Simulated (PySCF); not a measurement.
A calculated (B3LYP, PySCF 2.14, cc-pVTZ-X2C, scalar relativity by spin-free X2C-1e) atom or ion has these occupied shells.

| shell | electrons | orbital energy (eV) | rms radius, mean of both spins (bohr) |
| --- | --- | --- | --- |
| 1s | 2 | -3553.9 | 0.0937 |
| 2s | 2 | -368.93 | 0.420 |
| 2p | 6 | -293.85 | 0.389 |
| 3s | 2 | -44.331 | 1.37 |
| 3p | 6 | -26.679 | 1.56 |

Question: Name the element and its charge.

Answer: K⁺ (potassium, charge +1), in [Ar], closed-shell 1S.
